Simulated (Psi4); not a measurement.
Calculation: SAPT0/jun-cc-pVDZ, frozen core in Psi4 1.11.

Psi4 input:

```
molecule {
0 1
C 1.25726258 -0.27874756 0.13765666
C 0.07863819 0.57704859 -0.27136735
C -1.29513028 0.00117052 -0.00687032
O 0.22662175 1.66243732 -0.78223657
H 1.22761007 -1.23574341 -0.38949063
H 2.18813266 0.23588083 -0.08788603
H 1.20809816 -0.50385638 1.20595285
H -1.42183904 -0.19374855 1.06107443
H -2.06162514 0.69306060 -0.34744822
H -1.40776897 -0.95750194 -0.51938482
--
0 1
O 2.96874458 1.91991970 -1.50411337
S 2.16081197 2.84294560 -0.75255463
O 2.26301754 2.84648610 0.68239959
units angstrom
symmetry c1
no_reorient
no_com
}
set basis jun-cc-pvdz
set scf_type df
set freeze_core true
energy('sapt0')
```

Part of the output:

```
    SAPT Results
  --------------------------------------------------------------------------------------------------------
    Electrostatics                -52.40196424 [mEh]     -32.88272900 [kcal/mol]    -137.58133816 [kJ/mol]
      Elst10,r                    -52.40196424 [mEh]     -32.88272900 [kcal/mol]    -137.58133816 [kJ/mol]

    Exchange                       82.80388955 [mEh]      51.96022516 [kcal/mol]     217.40158206 [kJ/mol]
      Exch10                       82.80388955 [mEh]      51.96022516 [kcal/mol]     217.40158206 [kJ/mol]
      Exch10(S^2)                  79.67717743 [mEh]      49.99818368 [kcal/mol]     209.19240051 [kJ/mol]

    Induction                     -26.09086917 [mEh]     -16.37226758 [kcal/mol]     -68.50156758 [kJ/mol]
      Ind20,r                     -69.37254281 [mEh]     -43.53192783 [kcal/mol]    -182.13758606 [kJ/mol]
      Exch-Ind20,r                 54.44060029 [mEh]      34.16199244 [kcal/mol]     142.93377636 [kJ/mol]
      delta HF,r (2)              -11.15892665 [mEh]      -7.00233219 [kcal/mol]     -29.29775788 [kJ/mol]

    Dispersion                    -12.99911212 [mEh]      -8.15706601 [kcal/mol]     -34.12916417 [kJ/mol]
      Disp20                      -17.07396170 [mEh]     -10.71407272 [kcal/mol]     -44.82768028 [kJ/mol]
      Exch-Disp20                   4.07484958 [mEh]       2.55700672 [kcal/mol]      10.69851611 [kJ/mol]
      Disp20 (SS)                  -8.53698085 [mEh]      -5.35703636 [kcal/mol]     -22.41384014 [kJ/mol]
      Disp20 (OS)                  -8.53698085 [mEh]      -5.35703636 [kcal/mol]     -22.41384014 [kJ/mol]
      Exch-Disp20 (SS)              2.00549664 [mEh]       1.25846814 [kcal/mol]       5.26543070 [kJ/mol]
      Exch-Disp20 (OS)              2.06935295 [mEh]       1.29853858 [kcal/mol]       5.43308541 [kJ/mol]

  Total HF                          4.31105614 [mEh]       2.70522857 [kcal/mol]      11.31867633 [kJ/mol]
  Total SAPT0                      -8.68805598 [mEh]      -5.45183744 [kcal/mol]     -22.81048784 [kJ/mol]
```
